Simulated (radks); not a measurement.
Problem. These are the eigenvalues of the occupied orbitals of an atom or ion with whole-number occupations (eV). All-electron calculation, scalar-relativistic Kohn-Sham, PBE, spin-polarised, spherical densities, finite nucleus; Fermi nuclear charge, rms radius of each element as measured or else 0.836 A^(1/3) + 0.57 fm. Program: a radial shooting solver on a logarithmic mesh with Libxc functionals.

1s: -2163.068
2s: -249.1227
2p: -199.9046

Which element is it, and in what charge state? The configuration may be excited.

Solution. Z = 15, phosphorus, charge +5: P5+ in [He] 2s(up 1, down 1) 2p6. The list shows which subshells hold electrons but not how many an open one holds; the 1s level, -79.491 hartree, gives Z - s = 12.6 by -(Z - s)^2/2, which with screening and relativity narrows Z to a few neighbours, and the depths of the outer levels then fix element, charge and occupations together.
